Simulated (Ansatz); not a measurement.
Calculated with Ansatz (gas phase, PBE0-D4/def2-TZVP geometries, no zero-point term in ΔE). CBS: MP2 limit from def2 TZ/QZ plus the TZ coupled-cluster correction, frozen cores. This one scheme is used for every species. Functionals use def2-TZVPP. For Ga outer-core shells are correlated without core-valence functions, which leaves a few kJ/mol of doubt a bond. Scalar relativity is left out up to krypton. Each species was taken in one conformer, which may not be the lowest.

Consider the silylene loss: `[F][GaH][O][SiH3]` → `[OH][GaH][F]` + `[SiH2]`.

```csv
species,BHLYP energy (Eh)
`[F][GaH][O][SiH3]`,-2391.91951
`[OH][GaH][F]`,-2101.17226
`[SiH2]`,-290.61569
```

**Question.** Work out ΔE.

**Answer.** ΔE = (-2101.17226) + (-290.61569) − (-2391.91951) = 0.13156 Eh = +3.58 eV. CCSD(T)/CBS gives +3.52 eV.

**Question.** What do rigid-rotor, harmonic-oscillator terms from PBE0-D4/def2-TZVP frequencies (298.15 K, 1 bar) make of the CCSD(T)/CBS value? (Best estimate.)

**Answer.** Computed: ΔZPE = -0.12 eV, ΔH = +3.44 eV, ΔS = 136 J/(mol·K), ΔG = +3.02 eV. Modes under 50 cm⁻¹ make the entropy rough.

Largest T1 diagnostic among the species: 0.015.

The D4 term adds +0.12 eV with B3LYP and +0.06 eV with PBE0; it sums over pairs of atoms, weighted by their polarisabilities, and B3LYP, whose exchange is more repulsive, gets the larger term. From BLYP to BHLYP (50 % exact exchange), in def2-TZVPP and without D4, ΔE moves by +0.39 eV.

B3LYP here is the variant with VWN-RPA as its local correlation; programs differ in this.
